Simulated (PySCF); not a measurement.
Predicted microwave data (PBE0-D3(BJ)/def2-SVP geometry optimisation, gas phase (PySCF)) for one isomer of C6H7F3:

```
Rotational constants : A = 3612, B = 767.1, C = 724.3 MHz
Dipole components    : |μa| = 1.76 D, |μb| = 0.46 D, |μc| = 1.11 D
Inertial defect      : -100.94 u·Å²
κ                    : -0.97
```

**Question.** Which candidate fits, each taken in the one conformer that was computed?
A. `[CH2:1]=[C:2]([CH3:3])[CH2:4][C:5]([F:6])=[C:7]([F:8])[F:9]` with C1–C2–C4–C5 -120°, C2–C4–C5–F6 -77°
B. `[CH2:1]=[CH:2]/[CH:3]=[CH:4]\[CH2:5][C:6]([F:7])([F:8])[F:9]` with C1–C2–C3–C4 180°, C3–C4–C5–C6 114°
C. `[CH2:1]=[CH:2][C:3](=[CH2:4])[CH2:5][C:6]([F:7])([F:8])[F:9]` with C1–C2–C3–C4 178°, C2–C3–C5–C6 88°

**Answer.** B. It is C=C/C=C\CC(F)(F)F, a near-prolate asymmetric top, point group C1. The candidates at the same level (rigid rotor, commonest isotopes):

| SMILES | A (MHz) | B (MHz) | C (MHz) | μa (D) | μb (D) | μc (D) | Δ (u·Å²) | point group | rotor |
| --- | --- | --- | --- | --- | --- | --- | --- | --- | --- |
| C=CC(=C)CC(F)(F)F | 2446 | 1248 | 989.4 | 1.62 | 0.51 | 1.08 | -100.92 | C1 | asymmetric top |
| C=C(C)CC(F)=C(F)F | 2537 | 1057 | 832.2 | 1.21 | 0.36 | 0.58 | -70.13 | C1 | asymmetric top |
| C=C/C=C\CC(F)(F)F | 3612 | 767.1 | 724.3 | 1.76 | 0.46 | 1.11 | -100.94 | C1 | near-prolate asymmetric top |

`C=CC(=C)CC(F)(F)F` has B 63 % too high; `C=C(C)CC(F)=C(F)F` has B 38 % too high. No structure here is proved a minimum.
